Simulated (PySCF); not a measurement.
C3H9GeN, SMILES [GeH]1([CH2]N[CH2]1)[CH3]. Atoms are numbered in the order given.

```xyz
14

C      2.0866    -0.6663     0.0000
Ge     0.4184     0.3427     0.0000
C     -1.0744    -0.2397     1.1682
N     -1.9437    -0.1231     0.0000
C     -1.0744    -0.2397    -1.1682
H      2.6845    -0.4231     0.8909
H      2.6845    -0.4231    -0.8909
H      1.8790    -1.7459     0.0000
H      0.6927     1.8600     0.0000
H     -1.3812     0.3874     2.0213
H     -0.9106    -1.2747     1.5370
H     -2.7654    -0.7237     0.0000
H     -0.9106    -1.2747    -1.5370
H     -1.3812     0.3874    -2.0213
```
Charge 0, spin multiplicity 1.

The structure is a stationary point at PBE0-D3(BJ)/def2-SVP. This is a generated structure with no PubChem entry under its InChIKey; it may be hypothetical.

All values below come from PySCF with B3LYP/pcSseg-1.

GIAO shieldings, no solvent; atoms alike by connectivity are averaged. δ = σ(ref) − σ: ¹³C against TMS (σ = 181.3 ppm); ⁷³Ge against GeH4 (σ = 1631.8 ppm); ¹⁵N against NH3 (σ = 265.5 ppm); ¹H against TMS (σ = 31.68 ppm), references at their B3LYP-D3(BJ)/def2-TZVP geometries, non-relativistic.

| nucleus | atoms | count | δ (ppm) |
|---|---|---|---|
| ¹³C | C3, C5 | 2 | 53.2 |
| ¹³C | C1 | 1 | 1.5 |
| ⁷³Ge | Ge2 | 1 | 316.6 |
| ¹⁵N | N4 | 1 | 42.9 |
| ¹H | H9 | 1 | 5.32 |
| ¹H | H10, H11, H13, H14 | 4 | 3.68 |
| ¹H | H6, H7, H8 | 3 | 0.79 |
| ¹H | H12 | 1 | 0.25 |
